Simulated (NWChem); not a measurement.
Molecule: CH6OSn; SMILES [SnH2]([OH])[CH3]

```xyz
9

Sn     0.2946    -0.0341     0.0028
C     -0.8812     1.7632     0.0121
O     -0.9131    -1.6224     0.0620
H      1.2181    -0.2207     1.4306
H      1.2683    -0.1395    -1.4139
H     -1.4907     1.8283    -0.9002
H     -0.2210     2.6415     0.0608
H     -1.5445     1.7650     0.8883
H     -1.3700    -1.7671    -0.7735
```
Atoms are numbered in this order, from 1.

Computed with NWChem. Coordinates come from a PBE0/def2-SVP (def2 core potentials past Kr) optimisation.

For level B3LYP/STO-3G, non-relativistic:

| Item | Value |
|---|---|
| highest occupied level (eV) | -3.18 |
| orbital gap (eV) | 8.64 |
| dipole (D) | 1.27 |

Question: What are these values for level B3LYP/3-21G, non-relativistic?

Answer: 
| Item | Result |
|---|---|
| highest occupied level (eV) | -6.83 |
| orbital gap (eV) | 7.12 |
| dipole (D) | 2.18 |
